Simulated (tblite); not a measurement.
Compound: C4H10AsB.
SMILES with atom numbers: `[AsH2:1][BH:2][CH:3]1[CH2:4][CH2:5][CH2:6]1` (hydrogens: H7, H8 on As1; H9 on B2; H10 on C3; H11, H12 on C4; H13, H14 on C5; H15, H16 on C6)

Computed with GFN2-xTB (tblite), gas phase: L-BFGS steps from a force-field or distance-geometry start until the largest atomic force falls under 0.01 eV/Å.

Geometry at step 16:
```
atom  x, y, z in Å
As1     2.8699   -1.1548   -0.0181
B2      1.3743    0.1710   -0.3104
C3      0.0973    0.3706    0.5833
C4     -0.9350   -0.7739    0.7025
C5     -1.7222   -0.1130   -0.4266
C6     -1.0163    1.2062   -0.1059
H7      3.4934   -0.1229    0.8856
H8      2.4228   -1.8419    1.2577
H9      1.5516    0.9039   -1.2083
H10     0.3629    0.7746    1.5737
H11    -1.4804   -0.6682    1.6473
H12    -0.5792   -1.8029    0.5520
H13    -1.3745   -0.4687   -1.3929
H14    -2.8128   -0.1076   -0.3623
H15    -0.6944    1.8414   -0.9496
H16    -1.5649    1.7952    0.6305
```

**Question.** What forces act on the atoms?

**Answer.** 
```tsv
atom	Fx (eV/Å)	Fy (eV/Å)	Fz (eV/Å)
As1	0.042	-0.005	0.229
B2	0.097	-0.336	0.390
C3	-0.042	0.457	-0.052
C4	0.039	-0.099	0.134
C5	-0.105	0.231	-0.124
C6	0.293	0.201	0.046
H7	0.132	0.058	-0.191
H8	-0.257	0.045	-0.125
H9	0.015	0.109	-0.032
H10	0.206	-0.102	-0.213
H11	0.128	-0.346	-0.152
H12	-0.129	0.268	0.101
H13	-0.233	-0.154	-0.112
H14	0.150	-0.148	-0.087
H15	-0.288	-0.262	0.383
H16	-0.049	0.081	-0.194
```

The largest, 0.55 eV/Å, acts on H15; the rms over all components is 0.192 eV/Å. The forces sum to zero within rounding, as they must for an isolated molecule in no field.

**Question.** Give the force on H15 in Eh/bohr and in nN.

**Answer.** 0.546 eV/Å ÷ 51.422 = 0.01062 Eh/bohr, and 0.546 eV/Å × 1.602 = 0.88 nN.

**Question.** How far is this geometry from the end of the optimisation?

**Answer.** 0.223 eV above it, and 0.426 Å rms away after alignment. The bonds farthest from their final lengths, with half the difference of the two atoms' forces along the bond (positive lengthens):

| bond | now (Å) | final (Å) | force along bond (eV/Å) |
| --- | --- | --- | --- |
| As1–B2 | 2.020 | 1.997 | -0.14 |
| As1–H8 | 1.516 | 1.501 | -0.12 |
| C6–H15 | 1.104 | 1.089 | -0.35 |
| C4–C5 | 1.527 | 1.534 | +0.20 |
| As1–H7 | 1.507 | 1.499 | -0.09 |
| C4–H11 | 1.096 | 1.089 | -0.16 |

The angle farthest from its final value is B2–As1–H7, 86.8° against 94.3°.

Of the 3 listed bonds off by 0.010 Å or more, this force points towards the final length in 3.

The cost below is that of the whole relaxation. Time: 1.7 s wall. Hardware: Intel Xeon at 2.50 GHz, one thread, on a shared host.
